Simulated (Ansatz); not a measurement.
Isolated molecules relaxed with PBE0-D4/def2-TZVP in Ansatz; ΔE leaves out vibrations. CCSD(T)/CBS adds triple-zeta CCSD(T) − MP2 to the extrapolated MP2 energy (def2 sets, frozen cores). This one scheme is used for every species. Functionals use def2-TZVPP. Each species was taken in one conformer, which may not be the lowest.

`O[SiH2]O[SiH](Cl)Cl` + H₂ → `O[SiH2]O[SiH2]Cl` + HCl  (hydrogenolysis of the Si–Cl bond)

`O[SiH2]O[SiH](Cl)Cl`:

Z-matrix (Å, degrees):
```
Si
O 1 1.649
O 1 1.632 2 111.4
H 1 1.483 2 107.3 3 -122.2
H 1 1.474 2 107.3 3 116.1
Si 2 1.607 1 143.4 3 64.9
H 3 0.959 1 118.3 2 -67.7
Cl 6 2.050 2 109.4 1 -27.3
Cl 6 2.035 2 110.4 1 91.7
H 6 1.468 2 110.8 1 -147.4
```

H₂:

```xyz
2

H     0.107   -0.152    0.324
H    -0.107    0.152   -0.324
```

`O[SiH2]O[SiH2]Cl`:

Z-matrix (Å, degrees):
```
Si
O 1 1.644
O 1 1.635 2 111.8
H 1 1.483 2 107.3 3 122.2
H 1 1.475 2 107.7 3 -116.5
Si 2 1.618 1 142.3 3 -35.3
H 3 0.959 1 118.0 2 68.5
Cl 6 2.064 2 109.5 1 -16.7
H 6 1.477 2 109.8 1 -134.3
H 6 1.477 2 110.8 1 101.2
```

HCl:

Z-matrix (Å, degrees):
```
Cl
H 1 1.279
```

Task: Is it downhill or uphill in electronic energy at CCSD(T)/CBS, and by how much? (Best estimate.)

Result: Ansatz gave: Uphill: ΔE = +85.6 kJ/mol.

Task: What do these levels give: ωB97M-V, PBE, MP2/def2-TZVPP, SCS-MP2/def2-TZVPP, HF/def2-QZVPP, SCS-MP2/def2-QZVPP? (Best estimate.)

Result: The calculation gave: ωB97M-V 87.1, PBE 81.6, MP2/def2-TZVPP 90.3, SCS-MP2/def2-TZVPP 82.8, HF/def2-QZVPP 68.0, SCS-MP2/def2-QZVPP 85.9 kJ/mol.

Largest T1 diagnostic among the species: 0.011.

In def2-TZVPP, CCSD(T) changes the Hartree–Fock value by +12.4 kJ/mol (the triples alone add +4.2 kJ/mol) and MP2 by +22.4 kJ/mol. The D4 term adds +9.7 kJ/mol with B3LYP and +5.3 kJ/mol with PBE0; it sums over pairs of atoms, weighted by their polarisabilities, and B3LYP, whose exchange is more repulsive, gets the larger term.

B3LYP here is the variant with VWN-RPA as its local correlation; programs differ in this.
